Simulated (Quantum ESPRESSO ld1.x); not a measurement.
The gold ion Au2+, 77 electrons, occupied as [Xe] 4f14 5d9 (the NIST ground configuration). Calculated with ld1.x of Quantum ESPRESSO 7.5: scalar-relativistic Kohn-Sham, LDA (Slater exchange, Perdew-Wang correlation), spin-polarised, spherical densities, point nucleus; open shells are filled with parallel spins first. Some entries of the table are withheld. Estimate them.

orbital  occ.  eigenvalue (eV)  <r^2> (bohr^2)
1s up       1         -80745.5       0.0003934
1s down     1         -80745.5       0.0003934
2s up       1         -14265.8        0.005999
2s down     1         -14265.8        0.005999
2p up       3         -12339.2        0.005049
2p down     3         -12339.2        0.005049
3s up       1         -3383.41         0.03871
3s down     1         -3383.38         0.03871
3p up       3         -2824.75         0.03978
3p down     3         -2824.71         0.03978
3d up       5         -2227.39         0.03294
3d down     5         -2227.33         0.03294
4s up       1         -750.795          0.1872
4s down     1         -750.719          0.1872
4p up       3         -567.574          0.2140
4p down     3         -567.497          0.2140
4d up       5         -347.691          0.2431
4d down     5         -347.601          0.2431
5s up       1              (1)          0.9604
5s down     1              (2)          0.9588
4f up       7         -103.415          0.3016
4f down     7         -103.291          0.3011
5p up       3         -81.8841           1.290
5p down     3         -81.3238           1.288
5d up       5         -27.9121             (3)
5d down     4         -27.3221             (4)

Answer. 
(1) 5s up eigenvalue (eV): -130.688
(2) 5s down eigenvalue (eV): -130.214
(3) 5d up <r^2> (bohr^2): 2.616
(4) 5d down <r^2> (bohr^2): 2.637
